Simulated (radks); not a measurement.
All-electron atom: S VII in [Ne]. Calculated with a radial shooting solver on a logarithmic mesh with Libxc functionals: scalar-relativistic Kohn-Sham, PBE, spin-unpolarised, spherical densities, finite nucleus; Fermi nuclear charge, rms radius 3.2611 fm.

Unscreened Slater integrals over Kohn-Sham orbitals (cm^-1). Empty in this configuration: 3s.

\begin{tabular}{lr}
integral & value \\ \hline
F0(2p,2p) & 461790 \\
F2(2p,2p) & 214260 \\
F0(2p,2s) & 436140 \\
G1(2p,2s) & 258340 \\
F0(2p,1s) & 644380 \\
G1(2p,1s) & 93684 \\
F0(2p,3s) & 192260 \\
G1(2p,3s) & 17996 \\
F0(2s,2s) & 419190 \\
F0(2s,1s) & 591260 \\
G0(2s,1s) & 49473 \\
F0(2s,3s) & 189980 \\
G0(2s,3s) & 14263 \\
F0(1s,1s) & 2132900 \\
F0(1s,3s) & 215410 \\
G0(1s,3s) & 7843.5 \\
F0(3s,3s) & 146240 \\
\end{tabular}
